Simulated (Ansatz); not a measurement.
Consider the ligand exchange at the Si–N bond: `[SiH3]N[SiH](Cl)Cl` + `O[SiH2]F` → `F[SiH2]O[SiH](Cl)Cl` + `N[SiH3]`.

Computed with Ansatz on PBE0-D4/def2-TZVP structures; ΔE is electronic, products minus reactants. CBS: MP2 limit from def2 TZ/QZ plus the TZ coupled-cluster correction, frozen cores. This one scheme is used for every species. Each species was taken in one conformer, which may not be the lowest.

| level | ΔE (kJ/mol) |
| --- | --- |
| SCS-MP2/def2-TZVPP | -45.7 |
| CCSD/def2-TZVPP | -46.5 |
| MP2/def2-QZVPP | -43.4 |
| MP2/CBS(def2) | -42.9 |

(1) What does CCSD(T)/CBS give? (Estimate.)

Largest T1 diagnostic among the species: 0.011.

Answers

(1) Ansatz gave: -44.5 kJ/mol. The listed levels differ from it by -1.2, -2.0, 1.1, 1.6 kJ/mol.

In def2-TZVPP, CCSD(T) changes the Hartree–Fock value by +15.0 kJ/mol (the triples alone add +2.5 kJ/mol) and MP2 by +16.5 kJ/mol.

CCSD(T)/CBS has its own doubt, a few kJ/mol and more with outer-core shells, so smaller differences from it don't rank the levels.
